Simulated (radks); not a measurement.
Q: These are the eigenvalues of the occupied orbitals of an atom or ion with whole-number occupations (eV). Calculated with a radial shooting solver on a logarithmic mesh with Libxc functionals: Dirac Kohn-Sham, PBE, spin-unpolarised, spherical densities, point nucleus.

| orbital | eigenvalue |
|---|---|
| 1s1/2 | -27966.99 |
| 2s1/2 | -4383.721 |
| 2p1/2 | -4103.694 |
| 2p3/2 | -3892.802 |
| 3s1/2 | -1013.006 |
| 3p1/2 | -900.2215 |
| 3p3/2 | -861.8150 |
| 3d3/2 | -663.0895 |
| 3d5/2 | -655.1763 |
| 4s1/2 | -325.7250 |
| 4p1/2 | -286.4154 |
| 4p3/2 | -278.2872 |
| 4d3/2 | -213.7181 |
| 4d5/2 | -212.2903 |

Which element is it, and in what charge state? The configuration may be excited. Open shells, if any, are shared by 2j + 1.

A: Z = 49, indium, charge +11: In11+ in [Kr] 4d2. The list shows which subshells hold electrons but not how many an open one holds; the 1s level, -1027.8 hartree, gives Z - s = 45.3 by -(Z - s)^2/2, which with screening and relativity narrows Z to a few neighbours, and the depths of the outer levels then fix element, charge and occupations together.
